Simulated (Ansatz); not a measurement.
H$_{4}$BN, charge -1, doublet, at a GFN2-xTB geometry (a state made from the parent by changing its charge; the spin is typed, not shown lowest) (a gas-phase anion, which may not be bound at this level). Base run: HF/6-31G** (Ansatz, an electronic-structure program).

Here is a job for Ansatz.
Ansatz 0.2 input:
```yaml
crystal:
  periodic: [false, false, false]
  atoms:
    - {symbol: B, position_ang: [-0.85821139, 0.10739517, -0.15583823]}
    - {symbol: N, position_ang: [0.69923672, -0.10831351, -0.09977272]}
    - {symbol: H, position_ang: [-1.46270089, -0.95255085, 0.11348944]}
    - {symbol: H, position_ang: [-1.25784084, 1.05119416, 0.59906258]}
    - {symbol: H, position_ang: [1.14447758, 0.79761676, 0.05102349]}
    - {symbol: H, position_ang: [0.97246411, -0.67504134, 0.71402463]}
basis:
  gaussian:
    orbitals: 6-31G__.json
hamiltonian:
  xc: hf
total_charge: -1
magnetization: {spin_polarized: true, initial_magnetization: 1}
```
The basis file holds 6-31G** in the JSON format of the Basis Set Exchange.

Variants of this job, named by their change:

| change | E (Eh) | SCF-reference <S^2> |
|---|---|---|
| base | -81.38140 | 0.756 |
| functional = PBE-QIDH | -81.80093 | 0.754 |
| functional = pbe0 | -81.83697 | 0.753 |
| functional = b3lyp5 | -81.88721 | 0.752 |
| functional = PBE0-DH | -81.83255 | 0.753 |
| functional = pbe0; dispersion = d3bjatm | -81.83872 | 0.753 |
| functional = blyp; dispersion = d3bj | -81.89634 | 0.752 |
| functional = B2GP-PLYP | -81.81753 | 0.753 |
| functional = blyp | -81.89184 | 0.752 |
| functional = b3lyp; dispersion = d3bj | -81.95221 | 0.752 |
| functional = wB97M-V | -81.88276 | 0.752 |
| functional = pbe0; dispersion = d3bj | -81.83872 | 0.753 |
| functional = wB97X | -81.91664 | 0.753 |

Absolute energies of different levels of theory aren't comparable as measures of quality.

A gas-phase anion may not be bound at this level; its values then depend on the basis.
